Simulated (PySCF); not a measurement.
## Frontier levels across methods

Compound: C2H7FSSi.
Geometry (PBE0-D3(BJ)/def2-SVP, Å), atoms numbered from 1 in this order:
```
atom  x, y, z in Å
C1     2.210    0.935    0.214
S2     0.568    1.633    0.589
Si3   -0.672   -0.037    0.075
C4    -2.455    0.521    0.417
F5    -3.322   -0.512    0.122
H6     2.297    0.661   -0.847
H7     2.943    1.721    0.436
H8     2.428    0.061    0.845
H9    -0.516   -0.406   -1.365
H10   -0.344   -1.237    0.903
H11   -2.713    1.402   -0.196
H12   -2.576    0.809    1.477
```

Basis pcSseg-2 throughout (PySCF), one geometry. The structure is a single PBE0-D3(BJ)/def2-SVP conformer in the gas phase; no vibrational or solvent corrections.

How do the orbital energies, the gap and the dipole change with the method?

| method | kind | HOMO (eV) | LUMO (eV) | gap (eV) | μ (D) | SCF cycles |
| --- | --- | --- | --- | --- | --- | --- |
| B97-2 | global hybrid | -6.86 | -0.23 | 6.63 | 1.88 | 12 |
| PBE0 | global hybrid | -7.09 | -0.24 | 6.85 | 1.89 | 12 |
| mPW1PW91 | global hybrid | -7.12 | -0.24 | 6.88 | 1.89 | 12 |
| BHandHLYP | global hybrid | -8.18 | 0.52 | 8.71 | 2.01 | 12 |
| CAM-B3LYP | range-separated hybrid | -8.42 | 0.66 | 9.08 | 1.94 | 12 |
| wB97X-D | range-separated hybrid | -8.94 | 1.50 | 10.44 | 1.89 | 13 |
| LC-wPBE | range-separated hybrid | -9.80 | 1.82 | 11.62 | 1.91 | 14 |

The HOMO spans 2.94 eV, from B97-2 down to LC-wPBE, and the gap runs from 6.63 eV (B97-2) to 11.62 eV (LC-wPBE). Over the methods B97-2 (21 %), PBE0 (25 %), mPW1PW91 (25 %), BHandHLYP (50 %), a straight line through the gap against the share of exact exchange rises by 0.73 eV for each 10 % (correlation coefficient 1.000). The dipole ranges from 1.88 D (B97-2) to 2.01 D (BHandHLYP). This basis has no diffuse functions.
